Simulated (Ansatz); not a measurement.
One geometry of Ga₂Se₄⁻, several levels of theory.

```yaml
crystal:
  periodic: [false, false, false]
  atoms:
    - {symbol: Ga, position_ang: [0.675298, -1.218999, 0.554766]}
    - {symbol: Ga, position_ang: [-0.674667, 1.218531, -0.556562]}
    - {symbol: Se, position_ang: [1.612765, 0.943295, 0.109882]}
    - {symbol: Se, position_ang: [-1.699953, 3.068607, -1.394790]}
    - {symbol: Se, position_ang: [1.697646, -3.066371, 1.402526]}
    - {symbol: Se, position_ang: [-1.611089, -0.945043, -0.115822]}
basis:
  gaussian: {orbitals: def2-SVP, initial_orbitals: start.molden}
total_charge: -1
magnetization: {spin_polarized: true, initial_magnetization: 1}
hamiltonian: {xc: {name: PBE-QIDH}}
scf: {omitted_lower_state_checks: [starts]}
```

The file start.molden holds the orbitals of an earlier run on this structure, at another level or in another basis.

```sh
$ ansatz run in.yaml --threads 4 --pin off --events-out ev --progress --plain --max-ram 4787MiB
```

Shortened log:

```
Functional definition: PBE-QIDH
  name "PBE-QIDH"
  cite "Brémond, Sancho-García, Pérez-Jiménez & Adamo, J. Chem. Phys. 141, 031101 (2014) doi:10.1063/1.4890314"
  cite "Perdew, Burke & Ernzerhof, Phys. Rev. Lett. 77, 3865 (1996) doi:10.1103/PhysRevLett.77.3865"
  parameter a = 3^(-1/3)
  parameter c = 1/3
  exchange = (1 - a)*pbe_x + a*exact_x
  correlation = (1 - c)*pbe_c + c*(mp2_os + mp2_ss)
these checks for a lower state are left out or cut short: starts
1866 factors; integrals over basis functions are off by at most 4.0e-4 eV
mean field evaluation 1: about -366004.1546 eV, gradient 1.3e1 eV
mean field evaluation 2: about -366004.7249 eV, gradient 6.4e-1 eV
mean field evaluation 4: about -366004.7671 eV, gradient 1.1e-2 eV
mean field evaluation 8: about -366005.0160 eV, gradient 6.6e-2 eV
mean field -366005.01662316 eV, -13450.4362737904 hartree, gradient 1.7e-6 eV, S^2 0.756358; 0 other end points of the search recorded, 0 dependent functions left out
54 core orbitals not correlated: weight in the atoms' cores, before any rotation towards them, 1.000 or more for the frozen orbitals, at most 0.000 for the correlated occupied ones
reference -366005.01663475 eV, -13450.4362742162 hartree; 46, 45 occupied and 92, 93 virtual orbitals, 1866 factors
second order -40.33474460 eV of doubles, -0.00000000 eV of singles
Total energy: -366018.46154961 eV, -13450.9303657242 hartree
Checks for a lower state left out: starts
```

Hardware: 4 threads of Intel Xeon 6975P-C on a shared host. Wall time 16 s, peak host memory 1.5 GiB.

As the first input, with `gaussian: {orbitals: STO-3G}`, `hamiltonian: {xc: hf}`, `output: {orbitals: {seedname: orbitals}}` (abridged; 13 s):

```
Functional definition: HF
mean field evaluation 16: about -361811.4801 eV, gradient 1.6e0 eV
mean field -361811.57788821 eV, -13296.3302426958 hartree, gradient 4.9e-6 eV, S^2 1.071634
Total energy: -361811.57788821 eV, -13296.3302426958 hartree
Checks for a lower state left out: starts
```

As the first input, with `hamiltonian: {xc: r2scan, dispersion: d4}`, `output: {orbitals: {seedname: orbitals}}` (abridged; 7 s):

```
Functional definition: r2SCAN
mean field -366117.54281209 eV, -13454.5715349606 hartree, gradient 9.2e-6 eV, S^2 0.754141
Total energy: -366117.63227504 eV, -13454.5748226635 hartree
Checks for a lower state left out: starts
```

The first input with `gaussian: {orbitals: def2-SVPD, initial_orbitals: start.molden}`, `hamiltonian: {xc: pbe}`, `correlation: {method: rpa}` (abridged; 18 s):

```
Functional definition: PBE
mean field -366063.83505761 eV, -13452.5978113880 hartree, gradient 1.2e-6 eV, S^2 0.752605
54 core orbitals not correlated: weight in the atoms' cores, before any rotation towards them, 1.000 or more for the frozen orbitals, at most 0.000 for the correlated occupied ones
Total energy: -365893.67710105 eV, -13446.3446218215 hartree
Checks for a lower state left out: starts
```

The first input with `gaussian: {orbitals: def2-SVPD, initial_orbitals: start.molden}`, `hamiltonian: {xc: pbe, dispersion: d4}`, `output: {orbitals: {seedname: orbitals}}` (abridged; 4.8 s):

```
Functional definition: PBE
mean field -366063.83506195 eV, -13452.5978115475 hartree, gradient 1.4e-5 eV, S^2 0.752605
Total energy: -366064.25419714 eV, -13452.6132144814 hartree
Checks for a lower state left out: starts
```

First input, but with `hamiltonian: {xc: {name: r2SCAN0}, dispersion: d4}`, `output: {orbitals: {seedname: orbitals}}` (abridged; 15 s):

```
Functional definition: r2SCAN0
mean field -366114.83726199 eV, -13454.4721078282 hartree, gradient 3.5e-6 eV, S^2 0.760111
Total energy: -366114.95658500 eV, -13454.4764928679 hartree
Checks for a lower state left out: starts
```

The first input with `hamiltonian: {xc: pbe0, dispersion: d4}`, `output: {forces: true, orbitals: {seedname: orbitals}}` (abridged; 6.5 s):

```
Functional definition: PBE0
mean field -366073.46404773 eV, -13452.9516702480 hartree, gradient 6.1e-6 eV, S^2 0.757995
Total energy: -366073.83458940 eV, -13452.9652874034 hartree
Atom 0 force     0.030212    -0.055043     0.025726 eV/Å
Atom 1 force    -0.030701     0.055148    -0.024739 eV/Å
Atom 2 force    -0.360361    -0.210729    -0.024272 eV/Å
Atom 3 force     0.176874    -0.318860     0.143873 eV/Å
Atom 4 force    -0.175968     0.318323    -0.146750 eV/Å
Atom 5 force     0.359943     0.211162     0.026163 eV/Å
Dipole moment:     0.000540    -0.000416    -0.001638 e Å
Checks for a lower state left out: starts
```

Geometry: PBE-D4/def2-SVPD.

Correlated methods freeze 54 core orbitals; core or outer-core shells of Ga, Se are correlated, in sets that lack core-valence functions. At HF/STO-3G the charge -1 doublet is spin-contaminated (final ⟨S²⟩ up to 1.07, 0.75 for a pure state). The structure comes from a short search, and lower isomers may exist.
